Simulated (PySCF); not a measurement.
Structure problem from calculated spectra and properties.

Formula: C4H17NSi3.

* 13C NMR: chemical shifts (computed TMS as zero) by class: 50.7 (1 C), 24.3 (2 C), -10.7 (1 C) ppm [GIAO B97-2/pcSseg-1]
* Polarisability: 137.3 au [wB97X-D/def2-SVPD]
* 1H NMR: chemical shifts (computed TMS as zero) by class: 4.59 (2 H), 4.46 (3 H), 3.91 (3 H), 2.78 (1 H), 1.19 (6 H), 0.23 (2 H) ppm [GIAO B97-2/pcSseg-1]
* Rotational structure: rotational constants A, B, C: 2.162, 0.529, 0.477 GHz [PBE0-D3(BJ)/def2-SVP]
* NMR, other nuclei: isotropic shieldings of nuclei other than C and H, by class: 241 (1 N), 385 (1 Si), 421 (1 Si), 426 (1 Si) ppm [GIAO B97-2/pcSseg-1]
* Valence photoelectron: vertical ionisation energy: 8.55 eV [ΔSCF wB97X-D/def2-SVPD]
* XPS: Si2p3/2 106.5, Si2p3/2 106.6, Si2p3/2 106.7, C1s 289.8, C1s 290.5 (×2), C1s 291.5, N1s 403.6, Si1s 1846.4, Si1s 1846.4, Si1s 1846.6 eV [ΔSCF SCAN, pcX-2 on the ionised atom, pcseg-1 elsewhere, spin-free X2C, 2p3/2 from a spin–orbit splitting computed afterwards within the 2p shell]

The electronic properties come from PySCF, for the isolated species, density fitting. Levels stand in brackets. Geometry: PBE0-D3(BJ)/def2-SVP, one conformer, isolated molecule. NMR values are class means; diastereotopic atoms form classes of their own.

Problem. What is the compound? Reason from the data.

Solution. Numbering: `[CH3:1][CH:2]([CH3:3])[N:4]([SiH3:5])[SiH2:6][CH2:7][SiH3:8]`. Its formula, C4H17NSi3, gives 0 degrees of unsaturation, so no ring and no π bond. 4 carbons fall into 3 classes; from least to most shielded: sp3 carbon bound to nitrogen [C2] (50.7 ppm), methyl carbon [C1/C3] (24.3 ppm, 2 C), sp3 carbon bound to silicon [C7] (-10.7 ppm). Hydrogen classes from least to most shielded: 2 H on an SiH2 silicon, Si6 (4.59 ppm), 3 H on an SiH3 silicon, Si5 (4.46 ppm), 3 H on an SiH3 silicon, Si8 (3.91 ppm), 1 H on an sp3 carbon bound to nitrogen, C2 (2.78 ppm), 6 H on 2 methyl carbons, C1/C3 (1.19 ppm, a mean of values up to 0.5 ppm apart in this geometry), 2 H on an sp3 carbon bound to silicon, C7 (0.23 ppm). The other shieldings belong to: 241 ppm, nitrogen bridging silicon atoms [N4]; 385 ppm, SiH2 silicon [Si6]; 421 ppm, SiH3 silicon [Si5]; 426 ppm, SiH3 silicon [Si8]. The core levels belong to: Si2p3/2 106.5 eV, SiH2 silicon [Si6]; Si2p3/2 106.6 eV, SiH3 silicon [Si8]; Si2p3/2 106.7 eV, SiH3 silicon [Si5]; C1s 289.8 eV, sp3 carbon bound to silicon [C7]; C1s 290.5 eV, methyl carbon [C1/C3]; C1s 291.5 eV, sp3 carbon bound to nitrogen [C2]; N1s 403.6 eV, nitrogen bridging silicon atoms [N4]; Si1s 1846.4 eV, SiH3 silicon [Si8]; Si1s 1846.4 eV, SiH2 silicon [Si6]; Si1s 1846.6 eV, SiH3 silicon [Si5]. One atom of each topological class was ionised and stands for its class. The first electron is taken from the HOMO, whose largest Löwdin shares are 0.51 on the nitrogen bridging silicon atoms, 0.08 on an SiH3 silicon, 0.08 on the SiH2 silicon and 0.06 on the sp3 carbon bound to nitrogen. By its constants the optimised geometry is an asymmetric top. Structure: `C([SiH2]N([SiH3])C(C)C)[SiH3]`. The assignments are read from this structure; whether some other isomer fits the data as well wasn't checked.

Shape of the structure used: `[CH3:1][CH:2]([CH3:3])[N:4]([SiH3:5])[SiH2:6][CH2:7][SiH3:8]`: C1–C2–N4–Si5 -59°, C2–N4–Si6–C7 -178°, N4–Si6–C7–Si8 177°.
